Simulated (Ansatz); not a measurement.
Reactions of `N[SiH2][S][GeH2][NH2]`.

Program: Ansatz. Geometries: PBE0-D4/def2-TZVP. ΔE: electronic, gas phase. CBS: MP2 limit from def2 TZ/QZ plus the TZ coupled-cluster correction, frozen cores. This one scheme is used for every species. DFT in def2-TZVPP. For Ge outer-core shells are correlated without core-valence functions, which leaves a few kJ/mol of doubt a bond. Scalar relativity is left out up to krypton. Each species was taken in one conformer, which may not be the lowest.

```tsv
reaction	PBE-D4 (eV)	ωB97X-V (eV)	B2PLYP (eV)	r2SCAN-D4 (eV)
`N[SiH2][S][GeH2][NH2]` + `N[SiH2]N` → `N[SiH2][NH][GeH2][NH2]` + `N[SiH2]S`	0.55	0.45	0.43	0.52
`N[SiH2][S][GeH2][NH2]` + `[NH2][GeH2][NH2]` → `[NH2][GeH2][NH][GeH2][NH2]` + `N[SiH2]S`	0.53	0.43	0.41	0.50
`N[SiH2][S][GeH2][NH2]` + H–F → `[NH2][GeH2][F]` + `N[SiH2]S`	-0.03	-0.18	-0.23	-0.12
`N[SiH2][S][GeH2][NH2]` + NH₃ → `[NH2][GeH2][NH2]` + `N[SiH2]S`	0.70	0.59	0.55	0.66
`N[SiH2][S][GeH2][NH2]` + `N[SiH](N)F` → `[NH2][GeH2][NH][SiH](N)F` + `N[SiH2]S`	0.49	0.40	0.40	0.47
```

(1) Give the CCSD(T)/CBS values in the same order. (Best estimate.)

Largest T1 diagnostic: 0.011, for `[NH2][GeH2][F]`.

## Answers

(1) The calculation gave: 0.44, 0.42, -0.05, 0.61, 0.40 eV.
